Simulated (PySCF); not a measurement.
# Reading the logs of faulty runs: BCGeH6Si cation

These are calculations, not measurements. The program is PySCF 2.14.0, an open-source quantum chemistry code, run on an isolated molecule that a program drew, which may never have been made. The molecule is BCGeH6Si cation (charge +1, singlet), drawn as the SMILES string `[BH+]C=[SiH][GeH3]`.

Each row is a Hartree-Fock (HF) and frozen-core CCSD(T) single point in the cc-pV(D+d)Z basis, meant for a local HF minimum. Run 1 is clean. Each other run has one planted mistake out of seven kinds, and not every kind appears here: one electron removed, one electron added, multiplicity raised by two, geometry at a saddle point, minimal basis STO-3G, one bond length entered in bohr, all coordinates scaled. The reference is restricted for singlets and unrestricted otherwise, and also for a bond in bohr. Adding or removing an electron swaps singlet and doublet. Electrons count all cores. HOMO and LUMO are orbital energies over both spins, the gradient is its largest component, and the lowest frequency (negative if imaginary) is given only where the gradient is small. Bond lengths are over the 9 bonds as drawn. T1 is the CCSD diagnostic: over 0.02 (restricted) or 0.045 (unrestricted) a single reference is doubtful. Germanium has the cc-pVDZ-PP basis, with a core potential (ECP10MDF) in place of its 10 inner electrons, and its 3s, 3p and 3d shells are frozen in CCSD(T).

Geometry of the clean run:
```xyz
10
BCGeH6Si cation, angstrom
B    -1.6341    0.5271   -2.2340
C    -0.7736    0.3568   -1.1302
Si   -1.3118   -0.3131    0.4075
Ge   -3.5793   -1.0454    0.9045
H    -2.3763    0.6555   -3.1330
H     0.2704    0.6525   -1.2353
H    -0.2625   -0.4113    1.4317
H    -3.4548   -2.5123    1.2777
H    -4.3669   -0.8177   -0.3779
H    -4.0412   -0.1657    2.0533
```

```
run,electrons,basis functions,<S^2>,HOMO (eV),LUMO (eV),gradient (hartree/bohr),lowest frequency (cm^-1),mean bond (Å),longest bond (Å),T1,HF (hartree),CCSD(T) (hartree),mistake
1,62,104,0.000,-15.16,-4.42,2.2e-05,75,1.5442,2.434,0.0148,-648.05797,-648.50592,no fault
2,62,104,0.000,-14.37,-4.46,4.1e-02,-,1.6446,2.592,0.0165,-648.02360,-648.48307,all coordinates scaled
3,61,104,0.755,-21.08,-12.45,7.4e-02,-,1.5442,2.434,0.0169,-647.55770,-647.95544,one electron removed
4,62,104,2.025,-11.81,-6.44,8.1e-02,-,1.5442,2.434,0.0161,-647.96030,-648.37878,?
```

**Which mistake was planted in run 4, and what did it cost?**

Electrons, basis and geometry are unchanged, and <S^2> is 2.025, beside S(S+1) = 2.00 for a multiplicity of 3. So the mistake is: multiplicity raised by two. Subtracting run 1 and multiplying by 627.51 kcal/mol a hartree, the energy moved by 61.3 kcal/mol in HF and 79.8 kcal/mol in CCSD(T).

